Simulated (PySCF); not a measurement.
A GIAO shielding run with PySCF 2.14.0 with density-fitted response routines (density fitting, non-relativistic, gas phase) on SMILES C#CC[SiH2]S[SiH2]O[SiH3], C3H10OSSi3:

```
$ OMP_NUM_THREADS=1 python probes_run.py task.json out

{"job": {"kind": "nmr", "xc": "PBE0", "basis": "pcSseg-1"}, "charge": 0, "multiplicity": 1}
C     -5.152998    -0.334137    -0.012476
C     -4.035359    -0.543345     0.361545
C     -2.681449    -0.778467     0.792861
Si    -1.436194     0.157999    -0.298907
S      0.495299    -0.329211     0.509200
Si     1.771673     0.775351    -0.799838
O      3.285026     0.525365    -0.334783
Si     4.500194    -0.084419     0.564169
H     -6.139790    -0.164661    -0.324091
H     -2.576153    -0.466703     1.835014
H     -2.476011    -1.851044     0.755435
H     -1.629994     1.604730    -0.229214
H     -1.492548    -0.288809    -1.689052
H      1.636973     0.258034    -2.151969
H      1.491367     2.194192    -0.650348
H      5.173608     1.095030     1.101997
H      5.317120    -0.825780    -0.393504
H      3.940478    -0.937807     1.605678
```

Hardware: 1 thread of an Arm Neoverse N1, shared host. The job also computes population analyses, field gradients.

(1) How large is the calculation?

(2) How long does it take, and how much memory does it need?

## Answers

(1) 94 electrons, 214 basis functions and 1206 auxiliary functions.

(2) 80 s of wall time, with 15 SCF cycles and 5 response iterations; peak memory 0.94 GiB. Times on a shared host scatter by some tens of per cent.
